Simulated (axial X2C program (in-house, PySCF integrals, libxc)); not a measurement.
# LiBe⁻: cheaper levels and CCSD(T), 2c

Computed with an in-house all-electron X2C program for linear molecules (integrals from PySCF). Two-component (2c) means X2C with spin–orbit coupling and atomic mean-field two-electron Coulomb and Gaunt terms. Basis: Be dyall-av3z [9s9p4d2f], Li dyall-av3z [9s9p3d] (cores contracted in-house); Gaussian nuclei, density fitting, unrestricted open shells. Masses: Be 9.012 u, Li 7.016 u.

State: Ω = 0 (closed shell); fragments Be + Li-.

| level | Re (Å) | ωe (cm⁻¹) | De (eV) |
| --- | --- | --- | --- |
| PBE0 | 2.915 | 216.5 | 0.484 |
| MP2 | 2.961 | 196.4 | 0.282 |
| CCSD | 2.981 | 182.6 | 0.218 |
| B97-3 | 2.913 | 214.0 | 0.439 |

Correlated methods: 4 electrons correlated (number of frozen shells: Be 1 s; Li 1 s), 200 virtual spin orbitals or spinors in MP2, 88 natural virtuals in coupled cluster.

CCSD(T), same Hamiltonian and basis:

Re = 2.880 Å, ωe = 219.8 cm⁻¹, De = 0.34 eV; T1 = 0.070 (Lee–Taylor normalisation).

Q: Give the differences from CCSD(T) in the columns below.

A: 

```csv
level,ΔRe (Å),Δωe (cm⁻¹),ΔDe (eV)
PBE0,0.035,-3.3,0.14
MP2,0.081,-23.4,-0.06
CCSD,0.101,-37.2,-0.12
B97-3,0.033,-5.8,0.10
```

The state is a single determinant with fixed occupations, the lowest that a limited PBE0 search found. De is counted from the lowest determinant-based energies of the atoms at the same level, without counterpoise correction. Coupled cluster ran in a truncated set of natural virtual spinors; the MP2 energy of the rest was added. (T) has no such correction and the atoms are truncated less, which lowers De at CCSD(T) by a hundredth of an eV or more. Other states lie close and PBE0, whose exact exchange favours high spin, may order them wrongly; the determinant shown need not be the ground state. The nearest other 2c determinant of the search, Ω = 1, lies 0.14 eV up at the distance of the search. The highest occupied level of some functionals is positive through self-interaction error; at Hartree–Fock it is bound. The T1 diagnostic is large, a sign of multireference character.
